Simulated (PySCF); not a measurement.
# Potential energy of ZnSe⁺ along the bond

Set-up: Zn pcseg-1, Se pcseg-1; no relativity (PySCF 2.14). Energies in eV from Zn⁺ + Se in their ground configurations at the same level. All curves are PBE0. state 1: ²Π (doublet), unpaired electrons π ↑; state 2: ⁴Σ⁻ (quartet), unpaired electrons σ ↑, π ↑↑, a second solution, started from another occupation; state 3: Ms = 0.5 determinant of mixed spin (⟨S²⟩ near 1.8), unpaired electrons σ ↓, π ↑↑, a second solution, started from another occupation; state 4: Ms = 0.5 determinant of mixed spin (⟨S²⟩ near 1.8), unpaired electrons σ ↑, π ↑↓, a mixture of terms (⟨Lz²⟩ = 2.0), a second solution, started from another occupation.

| R (Å) | state 1 | state 2 | state 3 | state 4 |
| --- | --- | --- | --- | --- |
| 1.969 | -1.160 | 0.824 | 0.998 | 1.3165 |
| 2.061 | -1.671 | 0.019 | 0.191 | 0.5172 |
| 2.153 | -1.943 | -0.538 | -0.367 | -0.0353 |
| 2.221 | -2.036 | -0.838 | -0.665 | -0.3316 |
| 2.290 | -2.060 | -1.062 | -0.887 | -0.5517 |
| 2.359 | -2.033 | -1.226 | -1.047 | -0.7122 |
| 2.450 | -1.942 | -1.374 | -1.190 | -0.8554 |
| 2.565 | -1.771 | -1.476 | -1.284 | -0.9513 |
| 2.702 | -1.526 | -1.515 | -1.314 | -0.9841 |
| 2.885 | -1.191 | -1.481 | -1.270 | -0.9434 |

Question: Put a parabola through the three lowest points of the state 1 curve and estimate Re, k and ωe (reduced mass 35.52 u; 1 eV/Å² = 0.16022 mdyn/Å; ωe = 1302.8·√(k/μ) cm⁻¹).

Answer: Through R = 2.221, 2.29, 2.359 Å the second-order coefficient is 5.36 eV/Å², so Re ≈ 2.288 Å, k ≈ 1.72 mdyn/Å and ωe ≈ 286 cm⁻¹. A polynomial fit of higher order to the unrounded PBE0 energies gives Re = 2.284 Å, k = 1.76 mdyn/Å, ωe = 290 cm⁻¹; anharmonicity and rounding make the difference.

The higher-order fit for each curve: state 1: Re = 2.284 Å, ωe = 290 cm⁻¹, De = 2.06 eV; state 2: Re = 2.716 Å, ωe = 148 cm⁻¹, minimum 1.51 eV below the ground-state fragments; state 3: Re = 2.694 Å, ωe = 153 cm⁻¹, minimum 1.31 eV below the ground-state fragments; state 4: Re = 2.701 Å, ωe = 151 cm⁻¹, minimum 0.98 eV below the ground-state fragments.

⟨S²⟩ of the unrestricted solution departs from its pure value on part of the curve, where spin states mix. Spin–orbit coupling is left out. For an ion De counts to the pair picked by the measured ionisation energies or electron affinities, which need not be the lowest pair at this level. The state was picked by a PBE0 search and need not be the measured ground state.
